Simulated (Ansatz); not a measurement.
Computed with Ansatz on PBE0-D4/def2-TZVP structures; ΔE is electronic, products minus reactants. CCSD(T)/CBS is the MP2 limit (def2-TZVPP, def2-QZVPP) plus CCSD(T) − MP2 in def2-TZVPP, frozen cores. DFT in def2-TZVPP. B3LYP here is the variant with VWN-RPA as its local correlation; programs differ in this. Elements past krypton have def2 core potentials. For Ge, In, Se outer-core shells are correlated without core-valence functions, which leaves a few kJ/mol of doubt a bond. Scalar relativity is left out up to krypton. One conformer a species, not always the lowest.

Reaction (formal exchange of groups at the Se–In bond): `[OH][In]([SH])[SeH]` + `[CH3][GeH]([CH3])[Cl]` → `[CH3][Ge]([CH3])([Cl])[SeH]` + `[OH][InH][SH]`

`[OH][In]([SH])[SeH]`:

Z-matrix (Å, degrees):
```
In
S 1 2.367
Se 1 2.494 2 125.5
O 1 1.979 2 113.9 3 180.0
H 2 1.345 1 91.7 3 -180.0
H 3 1.469 1 91.1 2 0.0
H 4 0.960 1 113.7 2 180.0
```

`[CH3][GeH]([CH3])[Cl]`:

Z-matrix (Å, degrees):
```
C
Ge 1 1.942
H 1 1.091 2 109.8
H 1 1.092 2 110.1 3 -119.9
H 1 1.090 2 110.2 3 119.9
C 2 1.942 1 113.3 3 56.2
Cl 2 2.173 1 106.7 3 -60.9
H 2 1.540 1 112.0 3 -175.8
H 6 1.092 2 110.1 1 63.9
H 6 1.090 2 109.8 1 -56.0
H 6 1.090 2 110.2 1 -176.0
```

`[CH3][Ge]([CH3])([Cl])[SeH]`:

Z-matrix (Å, degrees):
```
C
Ge 1 1.941
H 1 1.091 2 109.4
H 1 1.091 2 109.7 3 120.4
H 1 1.090 2 109.8 3 -119.5
C 2 1.941 1 115.6 3 -58.4
Cl 2 2.174 1 105.8 3 59.8
Se 2 2.354 1 111.4 3 178.7
H 6 1.091 2 109.3 1 58.4
H 6 1.090 2 109.9 1 177.9
H 6 1.091 2 110.0 1 -61.7
H 8 1.468 2 92.6 1 -45.8
```

`[OH][InH][SH]`:

Cartesian coordinates in Å:
```
O 0.313 -0.993 1.102
In -0.461 0.514 0.068
S 0.537 0.527 -2.078
H -0.039 -1.076 1.992
H -1.640 1.573 0.692
H 1.291 -0.545 -1.776
```

| species | B3LYP-D4 energy (Eh) |
| --- | --- |
| `[OH][In]([SH])[SeH]` | -3067.18360 |
| `[CH3][GeH]([CH3])[Cl]` | -2617.81727 |
| `[CH3][Ge]([CH3])([Cl])[SeH]` | -5019.44802 |
| `[OH][InH][SH]` | -665.53936 |

Question: Work out ΔE.

Answer: ΔE = (-5019.44802) + (-665.53936) − (-3067.18360) − (-2617.81727) = 0.01349 Eh = +35.4 kJ/mol. CCSD(T)/CBS gives +41.0 kJ/mol.

Largest T1 diagnostic among the species: 0.016.

The D4 term adds −6.9 kJ/mol with B3LYP and −3.7 kJ/mol with PBE0; it sums over pairs of atoms, weighted by their polarisabilities, and B3LYP, whose exchange is more repulsive, gets the larger term. In def2-TZVPP, CCSD(T) changes the Hartree–Fock value by −12.3 kJ/mol (the triples alone add −1.4 kJ/mol) and MP2 by −12.4 kJ/mol.
